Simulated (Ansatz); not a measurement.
CsF, singlet, at a GFN2-xTB geometry (such geometries of metal compounds can be far from the true shape) (core potentials on Cs), atoms displaced at random by about 0.05 Å a coordinate. Base run: PBE0/def2-SVP (Ansatz, a first-principles code).

Input for Ansatz:
Ansatz 0.2 input:
```yaml
crystal:
  periodic: [false, false, false]
  atoms:
    - {symbol: Cs, position_ang: [-0.02685389, -0.01512500, -0.34686570]}
    - {symbol: F, position_ang: [-0.09742623, 0.06458359, 1.98162748]}
basis:
  gaussian:
    orbitals: def2-SVP
hamiltonian:
  xc: pbe0
relax: {}
```

Variants of this job, named by their change:

| change | ΔE vs base (kJ/mol) | optimiser steps |
|---|---|---|
| base | 0.00 | 4 |
| relax = f_tol: 0.002 | 0.00 | 5 |
| relax = escape_saddle: false | 0.00 | 4 |
| relax = f_tol: 0.1 | 0.00 | 4 |
| relax = f_tol: 0.05 | 0.00 | 4 |
| relax = f_tol: 0.0005 | 0.00 | 5 |
| relax = max_displacement: 0.02 | 0.00 | 3 |
